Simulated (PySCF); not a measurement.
Compound: C3H11PSSi2.
Numbering: `[PH2:1][SiH2:2][S:3][SiH2:4][CH:5]1[CH2:6][CH2:7]1`

Geometry (GFN2-xTB, Å), atoms numbered from 1 in this order:
```
atom  x, y, z in Å
P1     4.912    0.255    0.021
Si2    2.869    0.560    0.872
S3     1.336    0.387   -0.621
Si4   -0.459    0.261    0.566
C5    -1.855    0.020   -0.656
C6    -2.699   -1.226   -0.594
C7    -3.273    0.076   -0.157
H8     4.681    0.966   -1.142
H9     4.617   -0.949   -0.593
H10    2.617   -0.456    1.890
H11    2.778    1.897    1.454
H12   -0.572    1.502    1.333
H13   -0.307   -0.873    1.477
H14   -1.694    0.420   -1.651
H15   -3.040   -1.655   -1.525
H16   -2.470   -1.963    0.161
H17   -3.433    0.235    0.899
H18   -4.017    0.548   -0.781
```

NICS is the negative of the GIAO shielding at a point without a nucleus: at the ring centre (0) and 1 Å above and below it (1); zz is the component along the ring normal. Level: GIAO PBE0/pcSseg-1 (PySCF, non-relativistic, gas phase) on the GFN2-xTB geometry, one conformer.

Ring bond lengths (Å), with Mayer bond orders in brackets: C5–C6 1.506 (0.96), C6–C7 1.489 (0.97), C7–C5 1.504 (0.95).

What do the NICS probes read (ppm)?

| ring | type | NICS(0) | NICS(1), two faces | NICS(1)zz, two faces | rms pucker (Å) | centre to ring atoms, mean (Å) |
| --- | --- | --- | --- | --- | --- | --- |
| C5–C6–C7 | 3-membered carbocycle; formal bonds all single | -45.2 | -8.8 / -8.2 | -22.7 / -23.7 | 0.00 | 0.87 |

What can be read from them?

- C5–C6–C7: mean NICS(1)zz -23.2 ppm, shielded. C5, C6, C7 have four or more neighbours, so the value isn't read as a sign of a π ring current. NICS(0) lies 37 ppm below the mean NICS(1).

At the second NICS(1) probe listed for ring C5–C6–C7, 1 Å off the ring, what do the in-plane components average?

The isotropic value is a third of the trace: (3 × -8.2 − (-23.7))/2 = -0.4 ppm.
